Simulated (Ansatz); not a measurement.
Program: Ansatz. Geometries: PBE0-D4/def2-TZVP. ΔE: electronic, gas phase. CCSD(T)/CBS adds triple-zeta CCSD(T) − MP2 to the extrapolated MP2 energy (def2 sets, frozen cores). This one scheme is used for every species. DFT in def2-TZVPP. B3LYP here is the variant with VWN-RPA as its local correlation; programs differ in this. For Br, Ge outer-core shells are correlated without core-valence functions, which leaves a few kJ/mol of doubt a bond. Scalar relativity is left out up to krypton. Each species was taken in one conformer, which may not be the lowest.

Consider the ligand exchange at a Ge–C bond: `[CH3][GeH2][CH2]Br` + HCl → `[CH3][GeH2][Cl]` + `CBr`.

```json
{"level": "r2SCAN-D4", "ΔE (kJ/mol)": "-99.5", "difference from CCSD(T)/CBS": "-9.5"}
{"level": "B2PLYP", "ΔE (kJ/mol)": "-100.7", "difference from CCSD(T)/CBS": "-10.7"}
{"level": "PBE", "ΔE (kJ/mol)": "-98.3", "difference from CCSD(T)/CBS": "-8.3"}
{"level": "r2SCAN", "ΔE (kJ/mol)": "-100.8", "difference from CCSD(T)/CBS": "-10.8"}
{"level": "PBE0", "ΔE (kJ/mol)": "-101.1", "difference from CCSD(T)/CBS": "-11.1"}
{"level": "B3LYP", "ΔE (kJ/mol)": "-106.1", "difference from CCSD(T)/CBS": "-16.1"}
{"level": "HF/def2-TZVPP", "ΔE (kJ/mol)": "-119.7", "difference from CCSD(T)/CBS": "-29.7"}
{"level": "MP2/def2-TZVPP", "ΔE (kJ/mol)": "-89.5", "difference from CCSD(T)/CBS": "0.5"}
{"level": "SCS-MP2/def2-TZVPP", "ΔE (kJ/mol)": "-93.6", "difference from CCSD(T)/CBS": "-3.6"}
{"level": "CCSD/CBS(def2)", "ΔE (kJ/mol)": "-92.9", "difference from CCSD(T)/CBS": "-2.9"}
{"level": "CCSD(T)/CBS", "ΔE (kJ/mol)": "-90.0", "difference from CCSD(T)/CBS": "0"}
```

Largest T1 diagnostic among the species: 0.010.

The D4 term adds +6.7 kJ/mol with B3LYP and +3.8 kJ/mol with PBE0; it sums over pairs of atoms, weighted by their polarisabilities, and B3LYP, whose exchange is more repulsive, gets the larger term. In def2-TZVPP, CCSD(T) changes the Hartree–Fock value by +30.9 kJ/mol (the triples alone add +2.9 kJ/mol) and MP2 by +30.3 kJ/mol.
